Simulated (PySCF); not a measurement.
CH₇AlO₃Si, SMILES [Al]([OH])([OH])[O][SiH2]C. Atoms are numbered in the order given.

```xyz
13

Si    -1.6314     0.8517     0.5050
C     -3.0446    -0.3545     0.7616
O     -0.2646     0.0275     0.0693
Al     1.3393    -0.2676    -0.3745
O      1.8991    -1.8412    -0.6814
O      2.4161     1.0343    -0.5171
H     -1.3840     1.6088     1.7697
H     -1.9955     1.8287    -0.5660
H     -3.2546    -0.9174    -0.1622
H     -2.8048    -1.0788     1.5568
H     -3.9645     0.1797     1.0524
H      1.3552    -2.6314    -0.6231
H      3.3386     0.9279    -0.7656
```

The structure is a stationary point at B3LYP-D3(BJ)/def2-SVP. The structure was generated by enumeration; whether it is a known compound was not checked. Other conformers were not sampled.

Calculation: PBE/pcSseg-1 (PySCF).

GIAO shieldings, no solvent; atoms listed in one row are averaged. δ = σ(ref) − σ: ²⁹Si against TMS (σ = 335.4 ppm); ¹³C against TMS (σ = 182.0 ppm); ¹⁷O against H2O (σ = 334.3 ppm); ¹H against TMS (σ = 31.49 ppm), references at their B3LYP-D3(BJ)/def2-TZVP geometries, non-relativistic.

Computed chemical shifts:
```tsv
nucleus	atoms	count	δ (ppm)
²⁹Si	Si1	1	-16.9
¹³C	C2	1	3.1
¹⁷O	O3	1	33.4
¹⁷O	O5	1	15.5
¹⁷O	O6	1	7.8
¹H	H7, H8	2	5.64
¹H	H12, H13	2	1.46
¹H	H9, H10, H11	3	0.58
```
